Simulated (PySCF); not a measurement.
Mapped SMILES: `[O:1]=[C:2]1[CH2:3][CH2:4][CH:5]([NH:6][SiH3:7])[CH2:8][CH2:9]1` (H(Xn): hydrogen on atom n). Ha(C3), Ha(C4), Ha(C8), Ha(C9) are cis to N6 on the ring; Hb(C3), Hb(C4), Hb(C8), Hb(C9) are trans to N6 on the ring.

Computational details: geometry from GFN2-xTB, shieldings: GIAO PBE0/pcSseg-1, in PySCF 2.14.0 with density-fitted response routines (non-relativistic, gas phase, single conformer, rapidly exchanging positions averaged).

List the cross peaks expected in HSQC, COSY and HMBC spectra.

Answers



HSQC (one-bond C–H):
| δH | δC |
| --- | --- |
| 3.48 (H(C5)) | 50.3 (C5) |
| 3.08 (Ha(C3)/Ha(C9)) | 39.1 (C3/C9) |
| 2.07 (Ha(C4)/Ha(C8)) | 37.6 (C4/C8) |
| 2.04 (Hb(C3)/Hb(C9)) | 39.1 (C3/C9) |
| 1.85 (Hb(C4)/Hb(C8)) | 37.6 (C4/C8) |

COSY cross peaks (H two or three bonds apart, from the bond graph; peaks can be absent where the dihedral angle is near 90°):
| δH | δH |
| --- | --- |
| 3.48 (H(C5)) | 2.07 (Ha(C4)/Ha(C8)) |
| 3.48 (H(C5)) | 1.85 (Hb(C4)/Hb(C8)) |
| 3.08 (Ha(C3)/Ha(C9)) | 2.07 (Ha(C4)/Ha(C8)) |
| 3.08 (Ha(C3)/Ha(C9)) | 2.04 (Hb(C3)/Hb(C9)) |
| 3.08 (Ha(C3)/Ha(C9)) | 1.85 (Hb(C4)/Hb(C8)) |
| 2.07 (Ha(C4)/Ha(C8)) | 2.04 (Hb(C3)/Hb(C9)) |
| 2.07 (Ha(C4)/Ha(C8)) | 1.85 (Hb(C4)/Hb(C8)) |
| 2.04 (Hb(C3)/Hb(C9)) | 1.85 (Hb(C4)/Hb(C8)) |

HMBC (two and three bonds, from the bond graph):
| δH | δC |
| --- | --- |
| 4.69 (H(Si7)) | 50.3 (C5) |
| 3.48 (H(C5)) | 39.1 (C3/C9), 37.6 (C4/C8) |
| 3.08 (Ha(C3)/Ha(C9)) | 213.6 (C2), 50.3 (C5), 39.1 (C3/C9), 37.6 (C4/C8) |
| 2.07 (Ha(C4)/Ha(C8)) | 213.6 (C2), 50.3 (C5), 39.1 (C3/C9), 37.6 (C4/C8) |
| 2.04 (Hb(C3)/Hb(C9)) | 213.6 (C2), 50.3 (C5), 39.1 (C3/C9), 37.6 (C4/C8) |
| 1.85 (Hb(C4)/Hb(C8)) | 213.6 (C2), 50.3 (C5), 39.1 (C3/C9), 37.6 (C4/C8) |

δ = σ(ref) − σ, references computed at the same level: 1H, 13C against TMS.

Short H···H contacts in this conformer between protons four or more bonds apart (candidates for NOE cross peaks, intensity ∝ r⁻⁶): Ha(C3)···H(Si7) 2.53 Å, Ha(C4)···H(Si7) 2.56 Å.

OH and NH positions are those of a molecule without intermolecular hydrogen bonds; in solution they move with solvent, concentration and temperature, and exchange usually removes their couplings. Shifts are as computed. Against solution values, carbons near 30 ppm lie about +3 ppm off and those near 130 ppm about +5 ppm. Of 1211 compounds with measured shifts, 218 miss one by over three times the rms of a fit or turn the order of signals round; such compounds aren't used in these exercises.
